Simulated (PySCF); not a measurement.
PySCF job for Si(CCH)(F)(H)2 (C2H3FSi), SMILES C#C[SiH2]F, C-PCM-PBE0/def2-SVP. The structure is a stationary point at PBE0-D3(BJ)/def2-SVP.

```python
import numpy as np
from pyscf import gto, scf, dft
from pyscf.solvent import pcm

mol = gto.M(
    atom='''
    Si    0.49664723    0.61987417   -0.00000000
    F    -0.85331868    1.51999130    0.00000000
    C     0.03619385   -1.14730340   -0.00000000
    C    -0.25202981   -2.32927405    0.00000000
    H     1.26530860    0.93784141   -1.23033157
    H     1.26530860    0.93784141    1.23033158
    H    -0.50879450   -3.37437825    0.00000000
    ''',
    basis='def2-SVP',
    charge=0,
    spin=0,
    max_memory=1600,
    verbose=3,
)
mf = dft.RKS(mol, xc='pbe0').density_fit(auxbasis='def2-universal-jkfit')
mf.grids.level = 3
mf.conv_tol = 1e-9
mf.max_cycle = 100
mf.kernel()
res = {}
for name, eps in {'water': 78.355, 'dichloromethane': 8.93, 'acetonitrile': 35.688}.items():
    s = mf.PCM()
    s.with_solvent.method, s.with_solvent.eps, s.with_solvent.lebedev_order = 'C-PCM', eps, 29
    s.kernel(mf.make_rdm1())
    res[name] = (s.e_tot, eps, s.dip_moment(), s.mo_energy, s.converged)
    print(f'{name}: electrostatic solvation free energy {(s.e_tot - mf.e_tot) * 627.509474:.3f} kcal/mol')
```

Output:

```
converged SCF energy = -466.792637161392

WARN: PCM is an experimental feature. It is still in testing.
Features and APIs may be changed in the future.

converged SCF energy = -466.79777064779
Dipole moment(X, Y, Z, Debye):  1.15151, -1.80903, -0.00000
water: electrostatic solvation free energy -3.221 kcal/mol

WARN: PCM is an experimental feature. It is still in testing.
Features and APIs may be changed in the future.

converged SCF energy = -466.797199380643
Dipole moment(X, Y, Z, Debye):  1.13013, -1.77184, -0.00000
dichloromethane: electrostatic solvation free energy -2.863 kcal/mol

WARN: PCM is an experimental feature. It is still in testing.
Features and APIs may be changed in the future.

converged SCF energy = -466.79768186156
Dipole moment(X, Y, Z, Debye):  1.14817, -1.80319, -0.00000
acetonitrile: electrostatic solvation free energy -3.166 kcal/mol
```

The run converged.

Cost: very roughly 30 core-seconds.
